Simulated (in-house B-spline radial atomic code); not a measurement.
Response and correlation along the 18-electron series, closed shell [Ne] 3s2 3p6; the second-order energy is extrapolated in partial waves. Computed with an all-electron radial atomic-structure program (B-spline basis): relativistic RPA and second-order many-body perturbation theory on Dirac-Hartree-Fock.

| ion | Z | dipole polarisability (bohr³) | quadrupole polarisability (bohr⁵) | ratio of RPA to uncoupled dipole | second order correlation energy (Eh) | C6 of two such ions (Eh bohr⁶) |
| --- | --- | --- | --- | --- | --- | --- |
| Cl- | 17 | 31.708 | 319.64 | 1.2358 | -0.69215 | 268.6 |
| Ar | 18 | 10.773 | 50.122 | 1.0612 | -0.71028 | 62.107 |
| K+ | 19 | ? | ? | ? | ? | ? |
| Ca2+ | 20 | 3.2538 | 6.9365 | 0.96558 | -0.74738 | 10.722 |
| Sc3+ | 21 | ? | ? | ? | ? | ? |
| Ti4+ | 22 | 1.482 | 1.885 | 0.93329 | -0.7802 | 3.2108 |

Fill in the row of K+.

dipole polarisability (bohr³): 5.4576; quadrupole polarisability (bohr⁵): 16.271; ratio of RPA to uncoupled dipole: 0.99843; second order correlation energy (Eh): -0.72931; C6 of two such ions (Eh bohr⁶): 23.212.

Fill in the row of Sc3+.

dipole polarisability (bohr³): 2.1293; quadrupole polarisability (bohr⁵): 3.441; ratio of RPA to uncoupled dipole: 0.9459; second order correlation energy (Eh): -0.76435; C6 of two such ions (Eh bohr⁶): 5.6202.

How fast does the dipole polarisability fall along the series?

From 31.71 to 1.482 bohr³; a fit of its logarithm against log Z from Z = 17 to 22 has slope -11.55.
